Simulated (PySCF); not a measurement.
## Computed properties of CH₇ClSi₂, SMILES [SiH3]C[SiH2]Cl

CH₇ClSi₂, SMILES Cl[SiH2]C[SiH3]. The structure is a stationary point at PBE0-D3(BJ)/def2-SVP. Other conformers were not sampled. All values are computed for the isolated molecule unless a solvent is named; none is compared with measurement here.

**Structure.** All 27 harmonic modes at PBE0-D3(BJ)/def2-SVP (PySCF) are real, so it is a minimum. With heavy atoms numbered as in [SiH3:1][CH2:2][SiH2:3][Cl:4], the shortest bond between them is C2–Si3 at 1.866 Å and the longest Si3–Cl4 at 2.077 Å.

**Vibrations.** The strongest infrared lines (harmonic, unscaled, degenerate partners summed) lie at 874 cm⁻¹ (275 km/mol, H 84 %, Si 9 %), 931 cm⁻¹ (247 km/mol, H 90 %, Si 8 %), 2254 cm⁻¹ (113 km/mol, H 96 %). The softest mode is at 48 cm⁻¹ and the zero-point energy is 44.6 kcal/mol.

**Electronic structure.** B3LYP/def2-TZVP (PySCF) places the frontier levels at -8.48 and -0.04 eV, a gap of 8.44 eV, and gives a dipole moment of 1.92 D and a mean polarisability of 75.9 bohr³. PBE/def2-TZVP (PySCF) at the same geometry gives -7.41 and -0.71 eV, so its gap is 1.74 eV narrower. An orbital gap is neither the optical nor the fundamental gap.

**Excitations.** TDDFT-PBE0/def2-SVPD (PySCF) has S1 at 7.36 eV (168 nm, f = 0.002, weak); the most intense of the 10 singlets computed lies at 8.24 eV (f = 0.05). T1 (TDA) is at 6.98 eV. TDDFT-PBE/def2-SVPD (PySCF) puts S1 at 6.71 eV. No vertical singlet excitation falls in the visible range (under 3.1 eV).

**NMR.** GIAO shifts at PBE0/pcSseg-1 (PySCF) (non-relativistic, atoms alike by connectivity averaged): ¹³C at -5.5 ppm against TMS; ¹H from 0.4 to 5.5 ppm against TMS; ²⁹Si from -68.7 to -1.5 ppm against TMS. Without spin–orbit terms, shifts of atoms bonded to Cl or Br come out too high.

**Solvation.** SMD-PBE0/6-31G* (PySCF) gives 0.9 kcal/mol in water, -3.7 kcal/mol in ethanol, -2.8 kcal/mol in N,N-dimethylformamide (1 M in both phases, gas-phase geometry); of these solvents ethanol holds the molecule best.
